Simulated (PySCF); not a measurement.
C6H16N2, charge -1, doublet, at the geometry of the source list (a state made from the parent by changing its charge; the spin is typed, not shown lowest) (in this run its highest filled SCF level lies above zero, so its values depend strongly on the basis, on diffuse functions most of all); DF-HF/3-21G (PySCF).

Input for PySCF:
```python
from pyscf import gto, scf

mol = gto.Mole()
mol.atom = '''
    C     2.41240000   -1.09460000    0.97750000
    N     1.34980000   -0.27300000    0.44100000
    C     1.86760000    0.93370000   -0.16730000
    C     0.51700000   -1.04020000   -0.46510000
    C    -0.68000000   -0.25830000   -1.01810000
    N    -1.30650000    0.61790000   -0.04710000
    C    -1.76190000   -0.09170000    1.12920000
    C    -2.37730000    1.37450000   -0.65780000
    H     2.98100000   -0.51240000    1.70130000
    H     1.98200000   -1.95600000    1.48840000
    H     3.10470000   -1.46230000    0.20110000
    H     1.03490000    1.59190000   -0.39930000
    H     2.44490000    0.73210000   -1.08520000
    H     2.51830000    1.43740000    0.54630000
    H     0.15820000   -1.91350000    0.08710000
    H     1.09680000   -1.41460000   -1.33220000
    H    -0.35230000    0.36710000   -1.85340000
    H    -1.39960000   -0.99750000   -1.42300000
    H    -0.89800000   -0.50100000    1.64530000
    H    -2.26120000    0.61180000    1.79430000
    H    -2.46660000   -0.90510000    0.88770000
    H    -3.19590000    0.73580000   -1.03100000
    H    -1.98270000    1.94980000   -1.49550000
    H    -2.78580000    2.06820000    0.07570000
'''
mol.basis = '3-21g'
mol.charge = -1
mol.spin = 1
mol.verbose = 4
mol.symmetry = True
mol.build()

mf = scf.UHF(mol)
mf = mf.density_fit(auxbasis='def2-universal-jkfit')
mf.kernel()
mf.analyze()
```

The log (banner, timings and long lists left out):

```
PySCF version 2.14.0

[INPUT] verbose = 4
[INPUT] num. atoms = 24
[INPUT] num. electrons = 67
[INPUT] charge = -1
[INPUT] spin (= nelec alpha-beta = 2S) = 1
[INPUT] symmetry True subgroup None
[INPUT] Mole.unit = angstrom
[INPUT] Symbol           X                Y                Z      unit          X                Y                Z       unit  Magmom
[...]
nuclear repulsion = 428.464775332126
point group symmetry = C1
symmetry origin: [0. 0. 0.]
symmetry axis x: [1. 0. 0.]
symmetry axis y: [0. 1. 0.]
symmetry axis z: [0. 0. 1.]
num. orbitals of irrep A = 104
number of shells = 72
number of NR pGTOs = 168
number of NR cGTOs = 104
basis = 3-21g
ecp = {}

******** <class 'pyscf.df.df_jk.DFUHF'> ********
method = DFUHF
initial guess = minao
damping factor = 0
level_shift factor = 0
DIIS = <class 'pyscf.scf.diis.CDIIS'>
diis_start_cycle = 1
diis_space = 8
diis_damp = 0
SCF conv_tol = 1e-09
SCF conv_tol_grad = None
SCF max_cycles = 50
direct_scf = False
number electrons alpha = 34  beta = 33
Set gradient conv threshold to 3.16228e-05
******** <class 'pyscf.df.df.DF'> ********
auxbasis = def2-universal-jkfit
init E= -344.924568423941

cycle= 1 E= -343.158651866422  delta_E= 1.77  |g|= 0.298  |ddm|= 6.06
cycle= 2 E= -343.221231169487  delta_E= -0.0626  |g|= 0.0795  |ddm|= 0.819
cycle= 3 E= -343.225884095218  delta_E= -0.00465  |g|= 0.0376  |ddm|= 0.394
cycle= 4 E= -343.226827381721  delta_E= -0.000943  |g|= 0.00931  |ddm|= 0.225
cycle= 5 E= -343.227065916392  delta_E= -0.000239  |g|= 0.00525  |ddm|= 0.199
cycle= 6 E= -343.227202057427  delta_E= -0.000136  |g|= 0.00294  |ddm|= 0.207
cycle= 7 E= -343.227257332455  delta_E= -5.53e-05  |g|= 0.0013  |ddm|= 0.167
cycle= 8 E= -343.227270342328  delta_E= -1.3e-05  |g|= 0.000407  |ddm|= 0.103
cycle= 9 E= -343.227271375622  delta_E= -1.03e-06  |g|= 0.000145  |ddm|= 0.0303
cycle= 10 E= -343.22727146295  delta_E= -8.73e-08  |g|= 9e-05  |ddm|= 0.00473
cycle= 11 E= -343.227271501355  delta_E= -3.84e-08  |g|= 3.53e-05  |ddm|= 0.00427
cycle= 12 E= -343.227271508592  delta_E= -7.24e-09  |g|= 9.92e-06  |ddm|= 0.00215
cycle= 13 E= -343.227271508975  delta_E= -3.83e-10  |g|= 4.61e-06  |ddm|= 0.000332
Extra cycle  E= -343.227271509028  delta_E= -5.29e-11  |g|= 2.89e-06  |ddm|= 7.93e-05
converged SCF energy = -343.227271509028  <S^2> = 0.75334432  2S+1 = 2.0033415
**** SCF Summaries ****
Total Energy =                        -343.227271509028071
Nuclear Repulsion Energy =             428.464775332125612
One-electron Energy =                -1325.425720432025400
Two-electron Energy =                  553.733673590871717
Two-electron Coulomb Energy =          603.795266007100167
DFT Exchange-Correlation Energy =      -50.061592416228450
**** MO energy ****
                             alpha | beta                alpha | beta
[...]
To work with the spin densities directly, `use mulliken_meta_spin()` only printing them here.

 ** Mulliken spin pop alpha/beta on meta-lowdin orthogonal AOs **
 ** Mulliken Spin Density (per AO)  **
spin_pop of  0 C 1s        0.00000
spin_pop of  0 C 2s        0.01237
spin_pop of  0 C 3s        0.00129
spin_pop of  0 C 2px       0.01397
spin_pop of  0 C 2py       0.02057
spin_pop of  0 C 2pz       0.00486
spin_pop of  0 C 3px       0.00212
spin_pop of  0 C 3py       0.00424
spin_pop of  0 C 3pz       0.00114
spin_pop of  1 N 1s        0.00000
spin_pop of  1 N 2s        0.01419
spin_pop of  1 N 3s        0.00041
spin_pop of  1 N 2px      -0.00533
spin_pop of  1 N 2py      -0.00230
spin_pop of  1 N 2pz      -0.00442
spin_pop of  1 N 3px      -0.00011
spin_pop of  1 N 3py      -0.00003
spin_pop of  1 N 3pz      -0.00006
spin_pop of  2 C 1s        0.00000
spin_pop of  2 C 2s        0.02662
spin_pop of  2 C 3s        0.00136
spin_pop of  2 C 2px      -0.00161
spin_pop of  2 C 2py       0.01642
spin_pop of  2 C 2pz       0.00081
spin_pop of  2 C 3px       0.00065
spin_pop of  2 C 3py       0.00636
spin_pop of  2 C 3pz       0.00000
spin_pop of  3 C 1s        0.00000
spin_pop of  3 C 2s        0.03030
spin_pop of  3 C 3s        0.00197
spin_pop of  3 C 2px      -0.00305
spin_pop of  3 C 2py       0.06522
spin_pop of  3 C 2pz      -0.00129
spin_pop of  3 C 3px       0.00003
spin_pop of  3 C 3py       0.00942
spin_pop of  3 C 3pz       0.00053
spin_pop of  4 C 1s        0.00000
spin_pop of  4 C 2s        0.03031
spin_pop of  4 C 3s        0.00197
spin_pop of  4 C 2px      -0.00480
spin_pop of  4 C 2py      -0.00435
spin_pop of  4 C 2pz       0.07004
spin_pop of  4 C 3px      -0.00005
spin_pop of  4 C 3py       0.00011
spin_pop of  4 C 3pz       0.00993
spin_pop of  5 N 1s        0.00000
spin_pop of  5 N 2s        0.01420
spin_pop of  5 N 3s        0.00041
spin_pop of  5 N 2px      -0.00520
spin_pop of  5 N 2py      -0.00439
spin_pop of  5 N 2pz      -0.00246
spin_pop of  5 N 3px      -0.00011
spin_pop of  5 N 3py      -0.00005
spin_pop of  5 N 3pz      -0.00003
spin_pop of  6 C 1s        0.00000
spin_pop of  6 C 2s        0.02664
spin_pop of  6 C 3s        0.00136
spin_pop of  6 C 2px      -0.00150
spin_pop of  6 C 2py       0.00190
spin_pop of  6 C 2pz       0.01523
spin_pop of  6 C 3px       0.00026
spin_pop of  6 C 3py      -0.00001
spin_pop of  6 C 3pz       0.00677
spin_pop of  7 C 1s        0.00000
spin_pop of  7 C 2s        0.01238
spin_pop of  7 C 3s        0.00129
spin_pop of  7 C 2px       0.01532
spin_pop of  7 C 2py       0.01072
spin_pop of  7 C 2pz       0.01339
spin_pop of  7 C 3px       0.00233
spin_pop of  7 C 3py       0.00223
spin_pop of  7 C 3pz       0.00294
spin_pop of  8 H 1s        0.00092
spin_pop of  8 H 2s        0.00295
spin_pop of  9 H 1s        0.02431
spin_pop of  9 H 2s        0.01001
spin_pop of  10 H 1s        0.00607
spin_pop of  10 H 2s        0.00730
spin_pop of  11 H 1s        0.01832
spin_pop of  11 H 2s        0.00924
spin_pop of  12 H 1s        0.00295
spin_pop of  12 H 2s        0.01261
spin_pop of  13 H 1s        0.02492
spin_pop of  13 H 2s        0.00752
spin_pop of  14 H 1s        0.04461
spin_pop of  14 H 2s        0.03082
spin_pop of  15 H 1s        0.05678
spin_pop of  15 H 2s        0.02385
spin_pop of  16 H 1s        0.04463
spin_pop of  16 H 2s        0.03084
spin_pop of  17 H 1s        0.05679
spin_pop of  17 H 2s        0.02386
spin_pop of  18 H 1s        0.01832
spin_pop of  18 H 2s        0.00923
spin_pop of  19 H 1s        0.02495
spin_pop of  19 H 2s        0.00753
spin_pop of  20 H 1s        0.00296
spin_pop of  20 H 2s        0.01262
spin_pop of  21 H 1s        0.00608
spin_pop of  21 H 2s        0.00731
spin_pop of  22 H 1s        0.02434
spin_pop of  22 H 2s        0.01002
spin_pop of  23 H 1s        0.00093
spin_pop of  23 H 2s        0.00295
 ** Mulliken Spin Density (per atom)  **
spin density of  0 C =      0.06056
spin density of  1 N =      0.00235
spin density of  2 C =      0.05062
spin density of  3 C =      0.10314
spin density of  4 C =      0.10317
spin density of  5 N =      0.00236
spin density of  6 C =      0.05064
spin density of  7 C =      0.06063
spin density of  8 H =      0.00387
spin density of  9 H =      0.03433
spin density of  10 H =      0.01337
spin density of  11 H =      0.02756
spin density of  12 H =      0.01556
spin density of  13 H =      0.03244
spin density of  14 H =      0.07543
spin density of  15 H =      0.08064
spin density of  16 H =      0.07546
spin density of  17 H =      0.08064
spin density of  18 H =      0.02755
spin density of  19 H =      0.03248
spin density of  20 H =      0.01557
spin density of  21 H =      0.01339
spin density of  22 H =      0.03436
spin density of  23 H =      0.00388
 ** Mulliken pop alpha/beta on meta-lowdin orthogonal AOs **
 ** Mulliken pop       alpha | beta **
In total            34.00000 | 33.00000
 ** Mulliken atomic charges   ( Nelec_alpha | Nelec_beta ) **
charge of  0C =     -0.16451  (     3.11254      3.05197 )
charge of  1N =     -0.29235  (     3.64735      3.64500 )
charge of  2C =     -0.16545  (     3.10803      3.05742 )
charge of  3C =     -0.08500  (     3.09407      2.99093 )
charge of  4C =     -0.08502  (     3.09409      2.99092 )
charge of  5N =     -0.29236  (     3.64736      3.64500 )
charge of  6C =     -0.16547  (     3.10806      3.05741 )
charge of  7C =     -0.16454  (     3.11258      3.05196 )
charge of  8H =      0.05615  (     0.47386      0.46999 )
charge of  9H =      0.04346  (     0.49544      0.46111 )
charge of  10H =      0.02263  (     0.49537      0.48200 )
charge of  11H =      0.07880  (     0.47438      0.44682 )
charge of  12H =      0.01880  (     0.49838      0.48282 )
charge of  13H =      0.02932  (     0.50156      0.46912 )
charge of  14H =     -0.00574  (     0.54058      0.46515 )
charge of  15H =     -0.03600  (     0.55832      0.47768 )
charge of  16H =     -0.00575  (     0.54061      0.46514 )
charge of  17H =     -0.03601  (     0.55833      0.47768 )
charge of  18H =      0.07881  (     0.47437      0.44682 )
charge of  19H =      0.02926  (     0.50161      0.46913 )
charge of  20H =      0.01879  (     0.49839      0.48282 )
charge of  21H =      0.02261  (     0.49539      0.48200 )
charge of  22H =      0.04341  (     0.49548      0.46111 )
charge of  23H =      0.05615  (     0.47386      0.46998 )

WARN: System has nonzero charge -1; the dipole moment is origin-dependent.
Location of origin: [0. 0. 0.]

Dipole moment(X, Y, Z, Debye):  0.05980,  0.45899,  0.52580
```
